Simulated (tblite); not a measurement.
Record of a relaxation.

Compound: C₂H₁₃BGe₂O₂Si.
SMILES with atom numbers: `[CH3:1][O:2][B:3]([O:4][CH3:5])[Ge@@H:6]([SiH3:7])[GeH3:8]` (hydrogens: H9, H10, H11 on C1; H12, H13, H14 on C5; H15 on Ge6; H16, H17, H18 on Si7; H19, H20, H21 on Ge8)

Computed with GFN2-xTB (tblite), gas phase: L-BFGS steps from a force-field or distance-geometry start until the largest atomic force falls under 0.01 eV/Å. 6 of its 163 geometries are shown.

Step 0: E = -704.6973 eV, largest atomic force 4.256 eV/Å
```
atom  x, y, z in Å  |  force x, y, z in eV/Å
C1     -1.819    2.295   -0.428   -1.374   2.306   0.017
O2     -0.646    1.706   -0.066    0.392  -4.166   0.775
B3     -0.744    0.314    0.348   -0.154   1.795   1.265
O4     -1.938   -0.294    0.898    1.382   1.105  -1.382
C5     -2.277   -1.421    0.139   -0.829  -0.024  -0.144
Ge6     1.018   -0.620    0.659   -0.058   0.445   0.098
Si7     1.631   -1.842   -1.207    0.496  -0.372   0.164
Ge8     2.732    1.043    1.006   -0.282  -0.082  -0.006
H9     -1.562    3.339   -0.736   -0.198  -0.503   0.017
H10    -2.498    2.407    0.454    0.175  -0.314  -0.652
H11    -2.343    1.820   -1.278    0.210  -0.033   0.458
H12    -1.427   -2.103   -0.028   -0.140   0.163   0.040
H13    -3.080   -1.955    0.680    0.310   0.181  -0.261
H14    -2.666   -1.046   -0.838    0.120  -0.626   0.371
H15     0.963   -1.531    1.911   -0.023   0.227  -0.329
H16     1.706   -0.925   -2.347    0.039  -0.134  -0.075
H17     0.618   -2.874   -1.438    0.005  -0.092  -0.201
H18     2.926   -2.518   -0.949   -0.263   0.133  -0.263
H19     2.584    2.233    0.021    0.252  -0.444   0.455
H20     4.106    0.367    0.762   -0.309   0.497   0.140
H21     2.707    1.623    2.436    0.248  -0.062  -0.487
```

Step 32: E = -705.8241 eV, largest atomic force 0.137 eV/Å
```
atom  x, y, z in Å  |  force x, y, z in eV/Å
C1     -1.772    2.468   -0.281    0.023   0.050  -0.007
O2     -0.706    1.660    0.185   -0.003   0.090  -0.099
B3     -0.830    0.320    0.302   -0.039   0.110   0.003
O4     -2.043   -0.204    0.052   -0.037   0.016   0.006
C5     -2.379   -1.558    0.099   -0.007  -0.080   0.056
Ge6     0.980   -0.555    0.569   -0.040  -0.038  -0.031
Si7     1.674   -1.895   -1.239    0.046  -0.028  -0.010
Ge8     2.668    1.077    1.022   -0.035  -0.002  -0.010
H9     -1.348    3.429   -0.570   -0.010   0.005  -0.004
H10    -2.527    2.621    0.496    0.114  -0.071   0.026
H11    -2.254    1.992   -1.141    0.036   0.055   0.055
H12    -1.499   -2.186    0.277    0.031  -0.030  -0.054
H13    -3.090   -1.716    0.912   -0.057  -0.022   0.013
H14    -2.851   -1.831   -0.848    0.045  -0.048   0.026
H15     1.048   -1.480    1.786   -0.009   0.000   0.009
H16     1.781   -1.090   -2.465    0.003  -0.048   0.040
H17     0.694   -2.960   -1.510    0.058   0.029   0.001
H18     2.972   -2.533   -0.997   -0.060   0.017  -0.030
H19     2.680    2.276    0.115   -0.029  -0.005   0.014
H20     4.057    0.514    0.828   -0.008   0.012   0.020
H21     2.736    1.668    2.406   -0.021  -0.010  -0.023
```

Step 65: E = -705.8786 eV, largest atomic force 0.095 eV/Å
```
atom  x, y, z in Å  |  force x, y, z in eV/Å
C1     -1.686    2.582   -0.232    0.004  -0.001   0.018
O2     -0.652    1.653    0.018    0.074  -0.055   0.021
B3     -0.845    0.326    0.165    0.010   0.011  -0.008
O4     -2.087   -0.192    0.090    0.006  -0.042   0.003
C5     -2.347   -1.564    0.195   -0.049  -0.027   0.001
Ge6     0.932   -0.629    0.409   -0.016   0.025  -0.011
Si7     1.765   -2.013   -1.303    0.003  -0.013  -0.023
Ge8     2.502    1.077    0.973   -0.013   0.016   0.003
H9     -1.216    3.542   -0.449   -0.021  -0.009  -0.003
H10    -2.333    2.675    0.642    0.009   0.004   0.046
H11    -2.295    2.259   -1.077    0.001  -0.008  -0.047
H12    -1.438   -2.133    0.428   -0.022   0.033  -0.014
H13    -3.081   -1.728    0.986   -0.018   0.026   0.009
H14    -2.758   -1.924   -0.751   -0.004   0.008  -0.010
H15     0.903   -1.528    1.656    0.048   0.037  -0.035
H16     1.898   -1.265   -2.559    0.001   0.003   0.011
H17     0.843   -3.125   -1.569    0.016  -0.010   0.008
H18     3.074   -2.584   -0.984   -0.015   0.001   0.009
H19     2.469    2.303    0.107   -0.017  -0.013  -0.002
H20     3.949    0.656    0.886   -0.003   0.001   0.017
H21     2.394    1.628    2.369    0.010   0.014   0.010
```

Step 97: E = -705.8942 eV, largest atomic force 0.033 eV/Å
```
atom  x, y, z in Å  |  force x, y, z in eV/Å
C1     -1.604    2.561   -0.157    0.000   0.003   0.000
O2     -0.581    1.600    0.007   -0.001   0.010  -0.011
B3     -0.817    0.275    0.122   -0.006   0.004   0.032
O4     -2.087   -0.174    0.101    0.009  -0.006  -0.004
C5     -2.445   -1.523    0.217    0.005  -0.007  -0.011
Ge6     0.968   -0.673    0.312   -0.009  -0.004   0.004
Si7     1.859   -2.079   -1.351   -0.002  -0.001   0.007
Ge8     2.408    1.133    0.920   -0.012   0.001   0.003
H9     -1.127    3.518   -0.361    0.003   0.004   0.005
H10    -2.203    2.632    0.754    0.005   0.003   0.002
H11    -2.258    2.283   -0.986    0.003  -0.001   0.002
H12    -1.582   -2.146    0.482    0.012   0.003   0.006
H13    -3.210   -1.616    0.991    0.008   0.004  -0.004
H14    -2.855   -1.870   -0.735   -0.013   0.000  -0.010
H15     0.982   -1.546    1.571    0.010  -0.011   0.007
H16     1.997   -1.375   -2.629   -0.005   0.006  -0.004
H17     0.970   -3.225   -1.575   -0.001  -0.010  -0.013
H18     3.171   -2.612   -0.986    0.005   0.006   0.009
H19     2.364    2.348    0.040   -0.004  -0.010  -0.021
H20     3.885    0.818    0.968    0.003  -0.014  -0.005
H21     2.155    1.689    2.295   -0.011   0.018   0.008
```

Step 130: E = -705.9064 eV, largest atomic force 0.022 eV/Å
```
atom  x, y, z in Å  |  force x, y, z in eV/Å
C1     -1.507    2.558   -0.059   -0.007   0.007   0.003
O2     -0.540    1.544    0.116   -0.001  -0.003  -0.009
B3     -0.826    0.225    0.188    0.002  -0.005  -0.004
O4     -2.104   -0.189    0.104    0.005   0.000   0.004
C5     -2.497   -1.532    0.167    0.004   0.011  -0.003
Ge6     0.947   -0.747    0.375   -0.009  -0.013  -0.006
Si7     1.890   -2.073   -1.323   -0.002  -0.011  -0.017
Ge8     2.320    1.147    0.843    0.007  -0.021  -0.002
H9     -0.974    3.483   -0.269   -0.005   0.020   0.007
H10    -2.101    2.670    0.851   -0.009   0.010   0.010
H11    -2.174    2.312   -0.887   -0.008  -0.016  -0.006
H12    -1.642   -2.189    0.367    0.002  -0.004  -0.011
H13    -3.234   -1.647    0.965    0.001   0.008   0.010
H14    -2.955   -1.815   -0.783    0.009  -0.003  -0.008
H15     1.007   -1.612    1.635    0.011   0.002   0.011
H16     1.981   -1.318   -2.576    0.005   0.011  -0.007
H17     1.078   -3.262   -1.603   -0.008  -0.010   0.018
H18     3.234   -2.527   -0.968   -0.001  -0.006  -0.001
H19     2.378    2.145   -0.278    0.005   0.011  -0.003
H20     3.786    0.874    1.099    0.005  -0.002   0.010
H21     1.924    1.970    2.036   -0.009   0.015   0.004
```

Step 162: E = -705.9097 eV, largest atomic force 0.009 eV/Å
```
atom  x, y, z in Å  |  force x, y, z in eV/Å
C1     -1.538    2.561   -0.033    0.000   0.001   0.000
O2     -0.547    1.567    0.123    0.004  -0.001   0.003
B3     -0.813    0.243    0.181    0.000   0.009  -0.003
O4     -2.086   -0.184    0.090   -0.003   0.000  -0.002
C5     -2.462   -1.532    0.137   -0.003  -0.005  -0.001
Ge6     0.960   -0.726    0.366    0.002  -0.003  -0.002
Si7     1.862   -2.095   -1.323    0.000   0.000   0.001
Ge8     2.344    1.158    0.842   -0.002  -0.001   0.005
H9     -1.030    3.501   -0.246   -0.002  -0.003   0.002
H10    -2.121    2.656    0.886    0.003   0.001   0.000
H11    -2.211    2.302   -0.852   -0.002   0.003   0.000
H12    -1.595   -2.183    0.305   -0.002   0.000  -0.001
H13    -3.179   -1.669    0.950    0.002  -0.002   0.001
H14    -2.938   -1.804   -0.808    0.002   0.001  -0.003
H15     1.018   -1.577    1.636    0.001  -0.004  -0.001
H16     1.941   -1.369   -2.594    0.000  -0.002   0.003
H17     1.022   -3.277   -1.552    0.000   0.000   0.004
H18     3.204   -2.568   -0.985   -0.002  -0.001  -0.001
H19     2.499    2.113   -0.308   -0.001   0.002  -0.003
H20     3.781    0.867    1.213    0.000   0.004  -0.001
H21     1.879    2.035    1.972    0.005  -0.001  -0.002
```

**Question.** Summarise the path.

**Answer.** The energy falls by 1.2124 eV from step 0 to step 162; nine tenths of that is first reached at step 25. It falls at every step. The largest force goes from 4.256 to 0.009 eV/Å. Among the bonds O2–B3 changes most, from 1.456 to 1.351 Å; the atoms move by 0.555 Å rms after alignment.

**Question.** Follow the three bonds and two angles with the largest change from start to end.

**Answer.** 
```csv
step,E above end (eV),largest force (eV/Å),O2–B3 (Å),B3–O4 (Å),C1–O2 (Å),O4–B3–Ge6 (°),B3–O4–C5 (°)
0,1.2124,4.256,1.456,1.448,1.361,117.8,109.4
7,0.4654,0.393,1.346,1.379,1.420,124.7,118.2
14,0.3052,0.408,1.347,1.356,1.412,131.7,120.1
21,0.1626,0.355,1.354,1.352,1.409,130.0,127.8
28,0.1001,0.142,1.351,1.345,1.412,130.1,127.3
35,0.0767,0.213,1.349,1.348,1.415,130.6,126.2
42,0.0587,0.122,1.350,1.347,1.414,130.7,124.6
49,0.0472,0.108,1.350,1.348,1.414,130.1,124.1
56,0.0407,0.070,1.348,1.348,1.413,129.6,123.4
63,0.0327,0.093,1.348,1.349,1.413,129.0,123.2
70,0.0265,0.068,1.348,1.349,1.415,129.8,123.0
77,0.0222,0.062,1.349,1.346,1.414,130.6,123.0
85,0.0183,0.055,1.350,1.346,1.414,131.6,123.7
92,0.0165,0.032,1.351,1.346,1.413,132.0,124.2
99,0.0152,0.037,1.351,1.346,1.413,132.4,124.2
106,0.0116,0.094,1.351,1.346,1.414,132.8,124.2
113,0.0083,0.035,1.351,1.346,1.413,133.0,124.3
120,0.0056,0.055,1.352,1.346,1.413,133.1,123.9
127,0.0039,0.050,1.351,1.345,1.412,133.4,123.8
134,0.0027,0.020,1.351,1.346,1.413,133.3,124.2
141,0.0021,0.032,1.351,1.347,1.413,133.3,124.0
148,0.0009,0.034,1.351,1.346,1.413,133.0,123.9
155,0.0002,0.011,1.351,1.346,1.413,132.9,123.9
162,0.0000,0.009,1.351,1.346,1.413,132.9,123.9
```

What follows is the cost of the whole relaxation. Time: 1.8 s. Hardware: an Arm Neoverse V1 with one thread, no GPU, shared host with 64 logical CPUs at a one-minute load of 24.
